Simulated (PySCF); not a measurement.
## Effect of structural changes

Theory: PySCF 2.14.0, GIAO PBE0/pcSseg-1 magnetisability, rotational g tensor and spin-rotation constants, non-relativistic, gas phase. Geometry: GFN2-xTB.

Each molecule in one low-energy conformer.

Problem. How does the isotropic susceptibility change along this series?
- FC[Si@@H]1C[SiH2][C@@H](F)C1 (H on Si replaced by CH2F)
- C#C[Si@@H]1C[SiH2][C@H](F)C1 (H on Si replaced by ethynyl)
- FC(F)[Si@@H]1C[SiH2][C@H](F)C1 (H on Si replaced by CHF2)
- F[C@@H]1C[Si@H](Cl)C[SiH2]1 (H on Si replaced by Cl)

Solution. 
| molecule | χ, cgs (10⁻⁶ cm³/mol) | magnetisability anisotropy (10⁻³⁰ J/T²) |
| --- | --- | --- |
| FC[Si@@H]1C[SiH2][C@@H](F)C1 | -91.2 | 257 |
| C#C[Si@@H]1C[SiH2][C@H](F)C1 | -90.7 | 101 |
| FC(F)[Si@@H]1C[SiH2][C@H](F)C1 | -94.3 | 151 |
| F[C@@H]1C[Si@H](Cl)C[SiH2]1 | -91.6 | 98 |

The isotropic susceptibility is lowest for FC(F)[Si@@H]1C[SiH2][C@H](F)C1 and highest for C#C[Si@@H]1C[SiH2][C@H](F)C1.
